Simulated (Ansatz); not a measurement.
```yaml
crystal:
  periodic: [false, false, false]
  atoms:
    - {symbol: In, position_ang: [1.539453, -0.087374, -0.128692]}
    - {symbol: H, position_ang: [2.206036, -1.828745, 0.671471]}
    - {symbol: H, position_ang: [2.480551, 1.243402, -0.431955]}
    - {symbol: O, position_ang: [-0.058563, 0.217050, 1.436636]}
    - {symbol: In, position_ang: [-1.454293, -0.198171, 0.021322]}
    - {symbol: H, position_ang: [-2.467181, -1.613275, 0.698211]}
    - {symbol: H, position_ang: [-2.477250, 1.242252, -0.544963]}
    - {symbol: O, position_ang: [0.113057, -0.476668, -1.425081]}
    - {symbol: H, position_ang: [-0.217956, 1.398145, 1.509525]}
    - {symbol: H, position_ang: [0.070709, 0.214137, -1.881027]}
basis:
  gaussian: {orbitals: def2-SVPD}
hamiltonian: {xc: {name: PBE0}, dispersion: d3bjatm}
scf: {lower_state_search: full}
```

```sh
$ ansatz run in.yaml --threads 4 --pin off --events-out ev --progress --plain --max-ram 3916MiB
```

Shortened log:

```
Functional definition: PBE0
1584 factors; their error is unknown
mean field evaluation 1: about -14519.9785 eV, gradient 7.5e1 eV
mean field evaluation 2: about -14488.3225 eV, gradient 1.4e2 eV
mean field evaluation 4: about -14529.7291 eV, gradient 1.2e1 eV
mean field evaluation 8: about -14530.1334 eV, gradient 1.9e-1 eV
mean field evaluation 16: about -14520.1220 eV, gradient 7.5e1 eV
mean field -14530.13349735 eV, -533.9725571495 hartree, gradient 6.3e-5 eV, S^2 0.000000; 0 other end points of the search recorded, 0 dependent functions left out
reference -14530.13355019 eV, -533.9725590913 hartree; 32, 32 occupied and 126, 126 virtual orbitals, 1584 factors
Total energy: -14530.32308079 eV, -533.9795242123 hartree
```

It took 3.6 s on 4 threads of Arm Neoverse N1 on a shared host.

In the def2 sets In takes a core potential; there is no spin–orbit coupling.
